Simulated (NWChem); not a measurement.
System: PbHOCl, singlet; SMILES [OH][Pb][Cl]

Input file for NWChem:

```
start job
memory heap 200 mb stack 900 mb global 1100 mb
geometry units angstroms
  Pb     0.188372     0.367344     0.000000
  Cl    -0.178596    -2.110420     0.000000
  O     -1.888849     0.867530     0.000000
  H     -1.997553     1.840700     0.000000
end
basis spherical
  * library def2-svp
end
ecp
  Pb library def2-ecp
end
dft
  xc becke88 lyp
  iterations 150
end
driver
  maxiter 120
end
task dft optimize
dft
  grid fine
  convergence energy 1d-8 density 1d-7
end
task dft freq numerical
```

Parts of the log:

```
             Northwest Computational Chemistry Package (NWChem) 7.3.0
             --------------------------------------------------------

 CS  symmetry detected

                             Geometry "geometry" -> ""
                             -------------------------

 Output coordinates in angstroms (scale by  1.889725989 to convert to a.u.)

  No.       Tag          Charge          X              Y              Z
 ---- ---------------- ---------- -------------- -------------- --------------
    1 Pb                  82.0000     0.23815442     0.33494584     0.00000000
    2 Cl                  17.0000    -0.17492006    -2.13554995     0.00000000
    3 O                    8.0000    -1.82938555     0.87375154     0.00000000
    4 H                    1.0000    -1.91993681     1.84877814     0.00000000

 Effective nuclear repulsion energy (a.u.)     500.7875828008

      Symmetry information
      --------------------

 Group name             Cs
 Group number              2
 Group order               2
 No. of unique centers     4

                                Z-matrix (autoz)
                                --------

 Units are Angstrom for bonds and degrees for angles

      Type          Name      I     J     K     L     M      Value
      ----------- --------  ----- ----- ----- ----- ----- ----------
    1 Stretch                  1     2                       2.50479
    2 Stretch                  1     3                       2.13659
    3 Stretch                  3     4                       0.97922
    4 Bend                     1     3     4               109.91241
    5 Bend                     2     1     3                95.11431
    6 Torsion                  2     1     3     4         180.00000

                           NWChem Geometry Optimization
                           ----------------------------

 maximum gradient threshold         (gmax) =   0.000450
 rms gradient threshold             (grms) =   0.000300
 maximum cartesian step threshold   (xmax) =   0.001800
 rms cartesian step threshold       (xrms) =   0.001200
 fixed trust radius                (trust) =   0.300000
 source of zmatrix                         =   autoz

          -------------------
          Energy Minimization
          -------------------

 Using diagonal initial Hessian
 Scaling for Hessian diagonals: bonds = 1.00  angles = 0.25  torsions = 0.10

          --------
          Step   0

                                 NWChem DFT Module
                                 -----------------

 Summary of "ao basis" -> "ao basis" (spherical)
 ------------------------------------------------------------------------------
       Tag                 Description            Shells   Functions and Types
 ---------------- ------------------------------  ------  ---------------------
 Pb                         def2-svp                10       26   4s4p2d
 Cl                         def2-svp                 8       18   4s3p1d
 O                          def2-svp                 6       14   3s2p1d
 H                          def2-svp                 3        5   2s1p

      Symmetry analysis of basis
      --------------------------

        a'         45
        a"         18

            General Information
            -------------------
          SCF calculation type: DFT
          Wavefunction type:  closed shell.
          No. of atoms     :     4
          No. of electrons :    48
           Alpha electrons :    24
            Beta electrons :    24
          Charge           :     0
          Spin multiplicity:     1
          Use of symmetry is: on ; symmetry adaption is: on
          Maximum number of iterations: 150
          AO basis - number of functions:    63
                     number of shells:    27
          Convergence on energy requested:  1.00D-06
          Convergence on density requested:  1.00D-05
          Convergence on gradient requested:  5.00D-04

              XC Information
              --------------
                    Becke 1988 Exchange Functional  1.000
              Lee-Yang-Parr Correlation Functional  1.000

[...]

      ----------------------
      Optimization converged
      ----------------------

  Step       Energy      Delta E   Gmax     Grms     Xrms     Xmax
  ---- ---------------- -------- -------- -------- -------- --------
@    3    -728.72267999 -2.2D-06  0.00039  0.00024  0.00080  0.00158
                                     ok       ok       ok       ok

                                Z-matrix (autoz)
                                --------

 Units are Angstrom for bonds and degrees for angles

      Type          Name      I     J     K     L     M      Value     Gradient
      ----------- --------  ----- ----- ----- ----- ----- ---------- ----------
    1 Stretch                  1     2                       2.52597   -0.00039
    2 Stretch                  1     3                       2.15320    0.00037
    3 Stretch                  3     4                       0.98135   -0.00014
    4 Bend                     1     3     4               110.49509    0.00014
    5 Bend                     2     1     3                95.73974    0.00002
    6 Torsion                  2     1     3     4         180.00000    0.00000

                         Geometry "geometry" -> "geometry"
                         ---------------------------------

 Output coordinates in angstroms (scale by  1.889725989 to convert to a.u.)

  No.       Tag          Charge          X              Y              Z
 ---- ---------------- ---------- -------------- -------------- --------------
    1 Pb                  82.0000     0.24346524     0.33135059     0.00000000
    2 Cl                  17.0000    -0.16202362    -2.16186112     0.00000000
    3 O                    8.0000    -1.83658368     0.88781432     0.00000000
    4 H                    1.0000    -1.93094595     1.86462177     0.00000000

 Effective nuclear repulsion energy (a.u.)     496.6102659514

      Symmetry information
      --------------------

 Group name             Cs
 Group number              2
 Group order               2
 No. of unique centers     4

                Final and change from initial internal coordinates
                --------------------------------------------------

                                Z-matrix (autoz)
                                --------

 Units are Angstrom for bonds and degrees for angles

      Type          Name      I     J     K     L     M      Value       Change
      ----------- --------  ----- ----- ----- ----- ----- ---------- ----------
    1 Stretch                  1     2                       2.52597    0.02118
    2 Stretch                  1     3                       2.15320    0.01660
    3 Stretch                  3     4                       0.98135    0.00213
    4 Bend                     1     3     4               110.49509    0.58269
    5 Bend                     2     1     3                95.73974    0.62543
    6 Torsion                  2     1     3     4         180.00000    0.00000

[...]

 Rotational Constants
 --------------------
 A=   0.240043 cm-1  (  0.345361 K)
 B=   0.083434 cm-1  (  0.120040 K)
 C=   0.061914 cm-1  (  0.089079 K)

 Temperature                      =   298.15K
 frequency scaling parameter      =   1.0000

 Zero-Point correction to Energy  =    8.009 kcal/mol  (  0.012763 au)
 Thermal correction to Energy     =   10.910 kcal/mol  (  0.017387 au)
 Thermal correction to Enthalpy   =   11.503 kcal/mol  (  0.018331 au)

 Total Entropy                    =   75.673 cal/mol-K
   - Translational                =   42.547 cal/mol-K (mol. weight = 259.9482)
   - Rotational                   =   26.655 cal/mol-K (symmetry #  =        1)
   - Vibrational                  =    6.471 cal/mol-K

 Cv (constant volume heat capacity) =   13.209 cal/mol-K
   - Translational                  =    2.979 cal/mol-K
   - Rotational                     =    2.979 cal/mol-K
   - Vibrational                    =    7.250 cal/mol-K

[normal modes left out]

 ----------------------------------------------------------------------------
 Normal Eigenvalue ||           Projected Infra Red Intensities
  Mode   [cm**-1]  || [atomic units] [(debye/angs)**2] [(KM/mol)] [arbitrary]
 ------ ---------- || -------------- ----------------- ---------- -----------
    1       -0.000 ||    0.000024           0.001         0.024       0.010
    2       -0.000 ||    0.004300           0.099         4.191       1.717
    3        0.000 ||    0.001478           0.034         1.441       0.590
    4        0.000 ||    0.000749           0.017         0.730       0.299
    5        0.000 ||    0.001621           0.037         1.580       0.647
    6        0.000 ||    0.002915           0.067         2.841       1.164
    7      129.854 ||    0.001468           0.034         1.431       0.586
    8      303.935 ||    0.041953           0.968        40.898      16.758
    9      350.569 ||    0.094058           2.170        91.692      37.570
   10      502.938 ||    0.056972           1.314        55.539      22.757
   11      691.464 ||    0.065258           1.506        63.617      26.066
   12     3626.404 ||    0.029629           0.684        28.884      11.835
 ----------------------------------------------------------------------------
```

Level: BLYP/def2-SVP with def2 effective core potentials on Pb. Low-valent species are run as closed-shell singlets; no triplet was tried in these runs. def2 effective core potentials on Pb; no spin-orbit coupling.
